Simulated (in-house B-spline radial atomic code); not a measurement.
Ionising Ta V (Ta4+) with different functionals

Computed with a radial B-spline atomic code at the basis-set limit: scalar-relativistic (spin-free X2C) Hamiltonian, Fermi nucleus of rms radius 5.3507 fm, spin-polarised at highest spin, spherical fractional occupations for the functionals, the average over the highest-spin determinants for Hartree-Fock. The ionisation energy is the difference of two self-consistent energies, [Xe] 4f14 5d1 → [Xe] 4f14, without Breit or QED terms; ε is the level of the shell that loses the electron (its least bound occupied spin orbital). There is no spin-orbit coupling in this Hamiltonian.

Hybrids are left out here: with spherical fractional occupations of an open shell their exact exchange keeps a self-interaction that integer-occupation calculations don't have.

```tsv
method	rung	ΔSCF (eV)	-ε(5d) (eV)
Hartree-Fock	Hartree-Fock	46.70	47.05
LDA VWN5	LDA	48.04	41.82
LDA PW92	LDA	48.03	41.81
LDA exchange-only	LDA	46.59	40.46
PBE	GGA	?	?
PBEsol	GGA	47.74	41.55
BLYP	GGA	47.73	41.48
RPBE	GGA	47.66	41.44
PW91	GGA	47.85	41.62
BP86	GGA	47.76	41.59
AM05	GGA	47.71	41.53
OLYP	GGA	47.81	41.54
TPSS	meta-GGA	?	?
SCAN	meta-GGA	47.46	41.38
r2SCAN	meta-GGA	47.32	41.29
revTPSS	meta-GGA	47.53	41.34
```

**Question.** What does PBE give?

**Answer.** ΔSCF 47.75 eV, and -ε(5d) = 41.54 eV.

**Question.** What does TPSS give?

**Answer.** ΔSCF 47.57 eV, and -ε(5d) = 41.37 eV.

**Question.** How do they compare with the NIST value?

**Answer.** NIST lists 48.27 eV ± 0.025 (semi-empirical, ground level to ground level). Errors run from -1.68 to -0.23 eV; LDA VWN5 is closest (-0.23 eV), though others lie within the uncertainty of it, and part of that can be cancellation, since the calculations leave out spin-orbit coupling, Breit-QED terms, multiplet and fine-structure energies. Hartree-Fock also lacks correlation.
